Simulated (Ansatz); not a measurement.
Program: Ansatz. Geometries: PBE0-D4/def2-TZVP. ΔE: electronic, gas phase. CBS: MP2 limit from def2 TZ/QZ plus the TZ coupled-cluster correction, frozen cores. This one scheme is used for every species. Functionals use def2-TZVPP. HSE06 is defined as in plane-wave codes. Each species was taken in one conformer, which may not be the lowest.

`OB[SiH](O)F` + `O[SiH]` → `B[SiH](O)F` + `O[Si]O`  (redistribution)

`OB[SiH](O)F`:

Z-matrix (Å, degrees):
```
Si
B 1 2.025
F 1 1.607 2 108.8
O 1 1.640 2 106.5 3 118.3
H 1 1.489 2 116.9 3 -118.3
O 2 1.350 1 118.0 3 119.0
H 2 1.204 1 122.3 3 -61.1
H 4 0.958 1 118.6 2 169.0
H 6 0.962 2 113.8 1 179.8
```

`O[SiH]`:

Cartesian coordinates in Å:
```
O 0.228 -0.158 0.726
Si -0.144 0.500 -0.749
H 0.629 0.461 1.343
H -0.713 -0.802 -1.319
```

`B[SiH](O)F`:

```xyz
8

B    -0.030    1.378    0.007
Si    0.250   -0.580   -0.380
O    -0.861   -1.504    0.395
F     1.732   -0.910    0.146
H    -0.086    2.218   -0.841
H    -0.155    1.741    1.142
H     0.184   -1.026   -1.789
H    -1.034   -1.316    1.320
```

`O[Si]O`:

Z-matrix (Å, degrees):
```
O
Si 1 1.642
H 1 0.964 2 117.5
O 2 1.663 1 99.4 3 0.0
H 4 0.960 2 116.1 1 180.0
```

```
        level  ΔE (kJ/mol)
   r2SCAN0-D4        -22.6
     HSE06-D4        -14.8
          PBE        -11.4
MP2/CBS(def2)        -27.0
```

**Question.** What does CCSD(T)/CBS give? (Best estimate.)

**Answer.** Ansatz gave: -21.3 kJ/mol. The listed levels differ from it by -1.3, 6.5, 9.9, -5.7 kJ/mol.

Largest T1 diagnostic among the species: 0.016.

From PBE to PBE0 (25 % exact exchange), in def2-TZVPP and without D4, ΔE moves by −3.8 kJ/mol. Leaving LDA and LC-ωPBE aside and taking each functional with its dispersion term where it has one, the values, not all of them listed here, spread over 11.2 kJ/mol, from r2SCAN0-D4 to PBE-D4. At CCSD(T), def2-SVP lies +40.8 kJ/mol from the extrapolated value and def2-TZVPP +3.8 kJ/mol.
